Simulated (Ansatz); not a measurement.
`FC(F)(F)c1ccc(-c2ccc(-c3ccc(C(F)(F)F)nc3)nc2)nc1` with charge +1. Total charge 1; doublet. Geometry PBE-D4/def2-SVP, that of the neutral singlet; atoms count from 1.

```xyz
35

F    -7.023   -3.184   -0.800
C    -6.308   -2.584   -1.782
F    -6.141   -3.496   -2.771
F    -7.061   -1.580   -2.287
C    -4.982   -2.078   -1.273
C    -4.350   -2.671   -0.169
C    -3.099   -2.194    0.228
C    -2.503   -1.130   -0.489
C    -1.177   -0.575   -0.129
C    -0.467   -0.938    1.034
C     0.781   -0.370    1.290
C     1.318    0.565    0.375
C     2.641    1.207    0.574
C     3.482    0.934    1.671
C     4.716    1.585    1.777
C     5.068    2.496    0.770
C     6.394    3.243    0.808
F     7.149    2.949   -0.271
F     7.111    2.915    1.913
F     6.203    4.578    0.825
N     4.288    2.776   -0.284
C     3.113    2.150   -0.376
N     0.638    0.920   -0.738
C    -0.554    0.376   -0.975
N    -3.122   -0.566   -1.551
C    -4.316   -1.023   -1.927
H    -4.838   -3.494    0.373
H    -2.590   -2.654    1.086
H    -0.885   -1.657    1.753
H     1.328   -0.652    2.200
H     3.187    0.214    2.448
H     5.394    1.393    2.620
H     2.475    2.381   -1.243
H    -1.084    0.688   -1.890
H    -4.788   -0.526   -2.792
```

Single mean-field runs in def2-TZVP are fitted with def2-universal-jkfit.

Problem. Estimate the Mulliken populations of the heavy atoms from the PBE0/def2-TZVP orbitals of Ansatz.

Solution. 
```json
{"atom": "F1", "charge (e)": "-0.14", "spin (α − β)": "0.00"}
{"atom": "C2", "charge (e)": "0.44", "spin (α − β)": "-0.01"}
{"atom": "F3", "charge (e)": "-0.13", "spin (α − β)": "0.01"}
{"atom": "F4", "charge (e)": "-0.14", "spin (α − β)": "0.00"}
{"atom": "C5", "charge (e)": "0.09", "spin (α − β)": "0.17"}
{"atom": "C6", "charge (e)": "-0.16", "spin (α − β)": "-0.08"}
{"atom": "C7", "charge (e)": "-0.15", "spin (α − β)": "0.14"}
{"atom": "C8", "charge (e)": "0.25", "spin (α − β)": "-0.01"}
{"atom": "C9", "charge (e)": "0.16", "spin (α − β)": "0.22"}
{"atom": "C10", "charge (e)": "-0.14", "spin (α − β)": "-0.06"}
{"atom": "C11", "charge (e)": "-0.17", "spin (α − β)": "0.10"}
{"atom": "C12", "charge (e)": "0.35", "spin (α − β)": "0.13"}
{"atom": "C13", "charge (e)": "0.07", "spin (α − β)": "0.07"}
{"atom": "C14", "charge (e)": "-0.12", "spin (α − β)": "0.05"}
{"atom": "C15", "charge (e)": "-0.14", "spin (α − β)": "-0.03"}
{"atom": "C16", "charge (e)": "0.12", "spin (α − β)": "0.16"}
{"atom": "C17", "charge (e)": "0.43", "spin (α − β)": "-0.01"}
{"atom": "F18", "charge (e)": "-0.13", "spin (α − β)": "0.00"}
{"atom": "F19", "charge (e)": "-0.15", "spin (α − β)": "0.00"}
{"atom": "F20", "charge (e)": "-0.13", "spin (α − β)": "0.00"}
{"atom": "N21", "charge (e)": "-0.15", "spin (α − β)": "-0.06"}
{"atom": "C22", "charge (e)": "-0.08", "spin (α − β)": "0.13"}
{"atom": "N23", "charge (e)": "-0.19", "spin (α − β)": "-0.01"}
{"atom": "C24", "charge (e)": "-0.08", "spin (α − β)": "0.07"}
{"atom": "N25", "charge (e)": "-0.21", "spin (α − β)": "0.05"}
{"atom": "C26", "charge (e)": "-0.08", "spin (α − β)": "-0.03"}
```
Mulliken values depend strongly on the basis.

Problem. Where does the spin sit?

Solution. Summed by element: F 0.02, C 1.02, N -0.02, H -0.02, of 1 unpaired in all. Largest on single atoms: C9 0.22, C5 0.17, C16 0.16.

Problem. And the Mayer bond orders between heavy atoms (over 0.3)?

Solution. F1–C2 1.15 (1.35 Å); C2–F3 1.16 (1.36 Å); C2–F4 1.15 (1.35 Å); C2–C5 1.00 (1.51 Å); C5–C6 1.37 (1.40 Å); C5–C26 1.29 (1.41 Å); C6–C7 1.43 (1.40 Å); C7–C8 1.33 (1.41 Å); C8–C9 1.07 (1.48 Å); C8–N25 1.29 (1.35 Å); C9–C10 1.25 (1.41 Å); C9–C24 1.22 (1.42 Å); C10–C11 1.54 (1.40 Å); C11–C12 1.26 (1.41 Å); C12–C13 1.08 (1.48 Å); C12–N23 1.26 (1.35 Å); C13–C14 1.27 (1.41 Å); C13–C22 1.25 (1.42 Å); C14–C15 1.47 (1.40 Å); C15–C16 1.33 (1.40 Å); C16–C17 1.00 (1.52 Å); C16–N21 1.40 (1.34 Å); C17–F18 1.17 (1.35 Å); C17–F19 1.14 (1.36 Å); C17–F20 1.18 (1.35 Å); N21–C22 1.55 (1.33 Å); N23–C24 1.63 (1.33 Å); N25–C26 1.58 (1.33 Å).
